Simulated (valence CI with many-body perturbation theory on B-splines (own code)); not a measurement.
## Energy levels of Rb6+

Level of theory: configuration interaction combined with many-body perturbation theory (CI+MBPT): three valence electrons over a frozen Dirac-Fock core [Ar] 3d10, radial functions for each j: 11 s, 11 p, 10 d, 8 f, 5 g, 2 h, with the one-electron correlation potential Σ1, the two-electron term Σ2, the three-electron term Σ3, Breit, model QED; selected CI, second order for the rest, scaled by the run's own slope (own B-spline code, finite nucleus).

Against 19 measured levels this calculation errs by 135 cm⁻¹ on average and by 327 at most. These come from a selection out of Sansonetti, J. Phys. Chem. Ref. Data 35, 301 (2006). Levels without a partner in it may be off by more.

Levels 91 to 135 of 173, with energies above the lowest level, 4s2 4p 2P°_1/2. "Leading %" is the weight of the configuration and term that name the level; weights of strongly mixed levels are sums over their largest components and can fall short.

```
No.  Configuration  Term     J  E (eV)  Leading %   Second component      g
 91         4p2 4d    4P   1/2  70.423         91                     2.570
 92       4s 4p 4f    4G   5/2  70.512         81   11 % 4s 4p 4f 4F  0.653
 93       4s 4p 4f    4G   7/2  70.619         69   19 % 4s 4p 4f 4F  1.050
 94       4s 4p 4f    4G   9/2  70.881         61   22 % 4s 4p 4f 4F  1.213
 95         4s2 5f   2F°   7/2  70.929         96                     1.143
 96         4s2 5f   2F°   5/2  70.937         96                     0.857
 97       4s 4p 4f    4F   3/2  71.016         79      9 % 4p2 4d 4F  0.436
 98       4s 4p 4f    4F   5/2  71.175         64   14 % 4s 4p 4f 4G  0.991
 99       4s 4p 4f    4F   7/2  71.388         51   23 % 4s 4p 4f 4G  1.196
100       4s 4p 4f    4G  11/2  71.666         99                     1.273
101         4p2 4d    2D   3/2  71.671         81    8 % 4s 4p 4f 2D  0.825
102         4s2 5g    2G   9/2  71.740         40   30 % 4s 4p 4f 4G  1.183
103         4s2 5g    2G   7/2  71.751         82   12 % 4s 4p 4f 2G  0.891
104         4s2 5g    2G   9/2  71.789         41   37 % 4s 4p 4f 4F  1.218
105         4p2 4d    2P   1/2  72.046         72     13 % 4s 4d2 2P  0.833
106         4p2 4d    2D   5/2  72.357         56   33 % 4s 4p 4f 2D  1.201
107         4p2 4d    2P   3/2  72.598         51   11 % 4s 4p 4f 2D  1.195
108       4s 4p 4f    4D   7/2  72.610         76   10 % 4s 4p 4f 4F  1.396
109       4s 4p 5p    2D   3/2  72.652         63     16 % 4s2 6d 2D  0.858
110         4p2 4d    2S   1/2  72.781         74      6 % 4s 4d2 2S  1.909
111       4s 4p 4f    4D   5/2  72.871         63   16 % 4s 4p 5p 2D  1.307
112       4s 4p 4f    2G   7/2  72.896         62     18 % 4p2 4d 2G  0.895
113       4s 4p 5p    2D   5/2  72.900         51     18 % 4s2 6d 2D  1.229
114       4s 4p 4f    4D   3/2  73.047         70      9 % 4p2 4d 2D  1.112
115       4s 4p 5p    2P   1/2  73.087         89                     0.691
116         4p2 4d    2D   3/2  73.171         39   21 % 4s 4p 4f 2D  0.955
117       4s 4p 4f    4D   1/2  73.173         90      6 % 4p2 4d 4D  0.025
118         4p2 4d    2D   5/2  73.237         73    7 % 4s 4p 4f 2D  1.210
119       4s 4p 4f    2G   9/2  73.278         61     14 % 4p2 4d 2G  1.113
120       4s 4p 5p    2P   3/2  73.437         88    5 % 4s 4p 5p 2D  1.307
121       4s 4p 5p    2S   1/2  74.363         87                     1.964
122         4s2 6d    2D   3/2  74.659         75   19 % 4s 4p 5p 2D  0.802
123         4s2 6d    2D   5/2  74.713         70   22 % 4s 4p 5p 2D  1.192
124         4p2 4d    2F   5/2  75.079         44   41 % 4s 4p 4f 2F  0.885
125       4s 4p 4f    2F   7/2  75.298         48     43 % 4p2 4d 2F  1.142
126       4s 4p 4f    2D   5/2  76.431         39     32 % 4p2 4d 2D  1.165
127       4s 4p 4f    2D   3/2  76.564         51     28 % 4p2 4d 2D  0.799
128         4s2 7s    2S   1/2  76.694         96                     2.002
129       4s 4p 5d   4F°   3/2  76.768         62  18 % 4s 4p 5d 4D°  0.644
130       4s 4p 5d   4D°   5/2  76.903         46  39 % 4s 4p 5d 4F°  1.241
131       4s 4p 5d   4D°   1/2  77.102         91                     0.102
132       4s 4p 5d   4D°   3/2  77.133         53  31 % 4s 4p 5d 2D°  1.105
133       4s 4p 5d   2D°   5/2  77.191         49  27 % 4s 4p 5d 4F°  1.194
134       4s 4p 5d   4D°   7/2  77.230         47  46 % 4s 4p 5d 4F°  1.325
135       4s 4p 4f    2G   7/2  77.296         48     17 % 4s 4d2 2G  0.941
```

Names give the largest LS component (configuration and term), which can be under half, so a name can repeat, a term be missing and a line seem to break the LS rules; names also repeat where a configuration has a term twice.

Where two levels of one J and parity lie close, their mixing, g and order are uncertain.
